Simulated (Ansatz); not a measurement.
Basis sets compared for the cluster Ti2Te3. The state is a singlet with charge 0. Geometry PBE-D4/def2-SVP. Ansatz on 4 threads of Intel Xeon 6975P-C on a shared host; times are rough, and most runs start from earlier orbitals.

```xyz
5

Ti    0.1693   -0.6766    1.0377
Ti   -0.6908   -0.3060   -0.9964
Te   -2.4352   -0.2491    0.9849
Te    2.1037   -0.5550   -0.9910
Te    0.8529    1.7866   -0.0352
```

In the def2 sets Te takes a core potential; there is no spin–orbit coupling. The restricted singlet is unstable towards broken spin symmetry in Hartree–Fock (as tested in another run); at PBE-D4/def2-SVP, PBE-D4/def2-TZVP, PBE0-D4/def2-SVP, PBE0-D4/def2-TZVP this wasn't settled. No other spin state of charge 0 was run. Another isomer (singlet) lies 1.50 eV lower at PBE0-D4/def2-TZVP; other spin states weren't run for this one.

Binding counts from free atoms (Ti triplet, Te triplet) in the same basis, without a counterpoise term.

```csv
level,functions,energy (Eh),HOMO (eV),LUMO (eV),binding per atom (eV),wall time
PBE-D4/def2-SVP,140,-2502.4753,-3.66,-3.49,3.28,1.6 s
PBE0-D4/def2-SVP,140,-2502.5219,-4.68,-2.74,2.71,3.1 s
```

(1) Estimate the rows for PBE-D4/def2-TZVP (with forces), PBE0-D4/def2-TZVP.

Results:

(1) 
```
                         level  functions  energy (Eh)  HOMO (eV)  LUMO (eV)  binding per atom (eV)  wall time
PBE-D4/def2-TZVP (with forces)        240   -2502.7298      -3.84      -3.63                      –      3.2 s
             PBE0-D4/def2-TZVP        240   -2502.7714      -4.80      -2.85                   2.73      8.5 s
```
